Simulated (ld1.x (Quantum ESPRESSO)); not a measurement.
**What one change does to a pseudopotential (Cd (Z = 48), TM)**

ld1.x (Quantum ESPRESSO) 7.5 input, shortened:

```
&input
   title='Cd', zed=48., rel=1, dft='WC', iswitch=3,
   config='[Kr] 4d10 5s2 5p0'
 /
 &inputp
   pseudotype=2, tm=.true., lloc=2,
   nlcc=.true., rcore=1.20
 /
3
5S  1  0   2.00   0.00  2.55  2.55  0.0
4P  2  1   6.00   0.00  1.35  1.35  0.0
4D  3  2  10.00   0.00  1.25  1.25  0.0
 &test
   configts(1)='4p6 4d10 5s2 5p0'
 /
```

All-electron outer shells of the reference configuration (Wu–Cohen, scalar-relativistic, ld1.x):

| shell | level (eV) | outermost node (bohr) | outermost maximum (bohr) |
| --- | --- | --- | --- |
| 3d | -393.71 | – | 0.27 |
| 4s | -105.86 | 0.43 | 0.79 |
| 4p | -66.92 | 0.43 | 0.84 |
| 4d | -11.72 | 0.42 | 0.98 |
| 5s | -5.70 | 1.07 | 2.32 |
| 5p | -1.12 | 1.20 | 3.25 |

Change: wave 4d (bound): rc 1.25 bohr becomes 4d (bound): rc 1.54 bohr.

Cutoffs: the cutoffs (Ry, on a coarse ladder) from which the occupation-weighted sum of valence levels, in a spherical-Bessel basis at the reference potential, stays within 10 and 1 mRy of its value at 400 Ry; they do not see the model core or the augmentation charge, which bear on the density cutoff. Errors are all-electron minus pseudo energies relative to the spin-unpolarised reference configuration.

Problem. What does the change do?

Solution. The potential gets neither clearly harder nor softer (90 Ry and 140 Ry → 80 Ry and 140 Ry); both files keep a bound ghost (s); of the 7 tests that both files solve, the error grows in 1 and shrinks in 4 by more than 15 % and 0.3 meV (median size 27.9 → 9.3 meV).

| quantity | base | changed |
| --- | --- | --- |
| cutoff, loose | 90 Ry | 80 Ry |
| cutoff, tight | 140 Ry | 140 Ry |
| loose cutoff by channel (10 mRy a level) | s 8 Ry, p 35 Ry, d 70 Ry | s 6 Ry, p 35 Ry, d 60 Ry |
| bound ghosts | s | s |
| error for 4p6 4d10 5s1 5p0, meV [ΔE 9.31 eV] | -5.4 | -5.4 |
| error for 4p6 4d10 5s0 5p0, meV [ΔE 26.40 eV] | -38 | -37 |
| error for 4p6 4d9 5s0 5p0, meV [ΔE 64.43 eV] | -1.1 | -4.4 |
| error for 4p6 4d9 5s2 5p0, meV [ΔE 17.98 eV] | +7.0 | +2.9 |
| error for 4p6 4d10 5s0 5p1, meV [ΔE 15.20 eV] | +28 | +9.3 |
| error for 4p6 4d9 5s2 5p1, meV [ΔE 12.66 eV] | +51 | +33 |
| error for 4p6 4d10 5s0 5p2, meV [ΔE 9.83 eV] | +50 | +25 |
| s: phases at 2.75 bohr within 0.05 rad from the reference energy up to (Ry; the scan ends near 5) | 2.0 | 2.1 |
| p: phases at 2.75 bohr within 0.05 rad from the reference energy up to (Ry; the scan ends near 5) | 4.6 | 4.7 |
| d: phases at 2.75 bohr within 0.05 rad from the reference energy up to (Ry; the scan ends near 5) | to the end of the scan | to the end of the scan |

 A true bound ghost makes a file unfit for plane-wave use even where its test errors are small: the radial tests pick states by their node count and pass the ghost by.
